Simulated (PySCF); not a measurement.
Se(Cl)(SiH3) (ClH3SeSi), SMILES [SiH3][Se]Cl. Atoms are numbered in the order given.

```xyz
6

Se     0.7774     0.0868     0.0000
Cl    -0.8375     1.5840     0.0000
Si    -0.6701    -1.6904     0.0000
H      0.2272    -2.8842     0.0000
H     -1.5192    -1.6643    -1.2231
H     -1.5192    -1.6643     1.2231
```
Charge 0, spin multiplicity 1.

Coordinates come from a PBE0-D3(BJ)/def2-SVP optimisation.

Computed with TDDFT-LC-ωPBE/def2-SVPD run with PySCF.

Vertical excitations. The molecule is in vacuum. State labels are in the subgroup Cs.

Computed lowest excited states:
```json
[
 {"state": "S1", "symmetry": "A\"", "energy (eV)": "2.90", "λ (nm)": "428", "f": "0.000", "main pairs": "HOMO→LUMO 97 %"},
 {"state": "S2", "symmetry": "A'", "energy (eV)": "4.61", "λ (nm)": "269", "f": "0.004", "main pairs": "HOMO−1→LUMO 96 %"},
 {"state": "S3", "symmetry": "A\"", "energy (eV)": "5.72", "λ (nm)": "217", "f": "0.012", "main pairs": "HOMO→LUMO+1 78 %"},
 {"state": "S4", "symmetry": "A\"", "energy (eV)": "6.12", "λ (nm)": "203", "f": "0.000", "main pairs": "HOMO−2→LUMO 73 %, HOMO−5→LUMO 13 %"},
 {"state": "S5", "symmetry": "A'", "energy (eV)": "6.73", "λ (nm)": "184", "f": "0.017", "main pairs": "HOMO−4→LUMO 50 %, HOMO−3→LUMO 43 %"},
 {"state": "S6", "symmetry": "A\"", "energy (eV)": "7.30", "λ (nm)": "170", "f": "0.019", "main pairs": "HOMO→LUMO+2 74 %"},
 {"state": "S7", "symmetry": "A'", "energy (eV)": "7.52", "λ (nm)": "165", "f": "0.027", "main pairs": "HOMO−1→LUMO+1 47 %, HOMO→LUMO+6 31 %, HOMO→LUMO+5 9 %"},
 {"state": "S8", "symmetry": "A\"", "energy (eV)": "7.66", "λ (nm)": "162", "f": "0.002", "main pairs": "HOMO→LUMO+7 40 %, HOMO→LUMO+3 26 %, HOMO→LUMO+2 9 %, HOMO→LUMO+4 8 %"},
 {"state": "S9", "symmetry": "A'", "energy (eV)": "7.98", "λ (nm)": "155", "f": "0.106", "main pairs": "HOMO→LUMO+6 28 %, HOMO−4→LUMO 23 %, HOMO−1→LUMO+1 20 %, HOMO−3→LUMO 20 %"},
 {"state": "S10", "symmetry": "A'", "energy (eV)": "8.07", "λ (nm)": "154", "f": "0.327", "main pairs": "HOMO→LUMO+5 23 %, HOMO−3→LUMO 19 %, HOMO−1→LUMO+1 16 %, HOMO−4→LUMO 13 %"},
 {"state": "T1", "symmetry": "A\"", "energy (eV)": "2.14", "λ (nm)": "579", "f": "0", "main pairs": "HOMO→LUMO 95 %"},
 {"state": "T2", "symmetry": "A'", "energy (eV)": "3.86", "λ (nm)": "321", "f": "0", "main pairs": "HOMO−1→LUMO 94 %"},
 {"state": "T3", "symmetry": "A\"", "energy (eV)": "5.25", "λ (nm)": "236", "f": "0", "main pairs": "HOMO→LUMO+1 57 %, HOMO−2→LUMO 23 %"},
 {"state": "T4", "symmetry": "A\"", "energy (eV)": "5.43", "λ (nm)": "228", "f": "0", "main pairs": "HOMO−2→LUMO 53 %, HOMO→LUMO+1 25 %, HOMO−5→LUMO 12 %"}
]
```
Triplets are in the Tamm–Dancoff approximation, which puts them higher than full response would, so one can lie above its singlet here.
